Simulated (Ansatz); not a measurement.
CH6ClFGeOSi, SMILES `CO[Si](F)(Cl)[GeH3]`, relaxed with RKS PBE-D4/def2-SVP in the Gaussian-basis code of Ansatz from a rough embedded geometry. The force threshold is 0.03 eV/Å; the program also tests the step.

The species carries charge 0 and has multiplicity 1.

Start:

```xyz
12

C    -1.303   -0.595    1.274
O     0.115   -0.514    1.493
Si    0.863   -0.633   -0.032
F     0.260   -1.932   -0.998
Cl    2.921   -0.944    0.195
Ge    0.584    1.316   -1.253
H    -1.572   -1.593    0.908
H    -1.639    0.230    0.671
H    -1.739   -0.538    2.330
H     1.303    1.188   -2.623
H     1.140    2.484   -0.440
H    -0.933    1.531   -1.525
```

How much energy does the relaxation release, and in how many steps? (Estimate.)

Computed: 0.43 eV, in 6 steps.

Which bonds change most? (Best estimate.)

Ansatz gave: Si3–F4 from 1.728 to 1.639 Å; Si3–Ge6 from 2.316 to 2.380 Å; O2–Si3 from 1.704 to 1.659 Å; C1–H8 from 1.075 to 1.114 Å.

Give the relaxed structure. (An estimate is asked.)

The calculation gave: 
```xyz
12

C    -1.357   -0.657    1.420
O     0.060   -0.670    1.308
Si    0.907   -0.643   -0.118
F     0.434   -1.906   -1.049
Cl    2.886   -0.923    0.396
Ge    0.627    1.355   -1.380
H    -1.817   -1.537    0.920
H    -1.804    0.266    0.983
H    -1.619   -0.688    2.496
H     1.386    1.251   -2.725
H     1.173    2.562   -0.578
H    -0.878    1.592   -1.673
```
